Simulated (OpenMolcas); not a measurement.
# Rh VIII: from CASSCF to CASPT2

- Program: OpenMolcas 26.06
- Basis: ANO-RCC-VQZP [8s7p5d3f2g1h]
- Scalar Hamiltonian: DKH2, point nucleus
- Active space: 2 electrons in 10 orbitals (4d 5d)
- State averaging: 2S+1 = 3 even, 10 roots; 2S+1 = 1 even, 15 roots
- Spin-orbit coupling: RASSI with atomic mean-field integrals over the reference wave functions, term energies averaged over their components

Methods on the same reference wave functions:
A. CASSCF
B. SS-CASPT2, IPEA 0.25 Eh, imaginary shift 0.1 Eh (closed shells correlated: 4s 4p)

Energies in cm⁻¹ above 4d² ³F₂.

```csv
Level,A,B
4d² ³F₂,0.0,0.0
4d² ³F₃,3298,3390
4d² ³F₄,6905,6970
4d² ¹D₂ [68 %],17743,14960
4d² ³P₀,18585,16050
4d² ³P₁,20020,17540
4d² ³P₂ [70 %],23652,21040
4d² ¹G₄,26967,24240
4d² ¹S₀,61033,54290
```

From A to B the spin-free energies of the other terms of 4d² shown, above ³F, scale by factors of 0.79 to 0.88, as is usual when dynamic correlation screens the repulsion within a d or f shell.

The lowest spin-free term lies below A's lowest term by 0.310 hartree in B.

Term energies are means over components that CASPT2 splits; among the terms shown or strongly mixed into the levels shown the widest spread is 800 cm-1 (4d² ¹G, B). Active for correlation alone: 5d; no level in the range computed is led by a configuration that fills it, so any true level of that kind is missing. Without dynamic correlation excited terms often stand tens of per cent too high (terms of higher spin than the ground term too low), and those without a measured partner can miss by more than the paired ones (holds for A). Only configurations of the active space appear.

A share in square brackets marks a mixed level and gives the weight of the term that names it, the lowest over the columns.
